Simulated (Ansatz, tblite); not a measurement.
Forces on Li6Al at its PBE0-D4/def2-TZVP geometry. The state is a doublet with charge 0.

The xTB rows come from tblite. The structure comes from a short search, and lower isomers may exist.

GFN1-xTB (tblite), largest force 0.61 eV/Å:

```xyz
7
positions Å, forces eV/Å
Al   -0.269   -0.348   -0.496   -0.234   -0.305   -0.427
Li   -0.693   -0.718    2.030    0.320   -0.070   -0.308
Li   -2.234    1.342   -0.516    0.555    0.132    0.054
Li    0.025   -2.945   -0.119    0.193    0.450    0.370
Li    2.122   -0.626    0.453   -0.425   -0.092    0.109
Li    0.668    1.419   -2.144   -0.248    0.111    0.506
Li    0.381    1.876    0.790   -0.161   -0.225   -0.305
```

PBE-D4/def2-TZVP (Ansatz), largest force 0.04 eV/Å:

```
Al -0.020 -0.025 -0.030
Li 0.005 0.009 -0.008
Li 0.009 0.001 0.003
Li 0.006 0.014 0.012
Li -0.004 0.006 0.002
Li -0.002 0.005 0.017
Li 0.007 -0.009 0.003
```
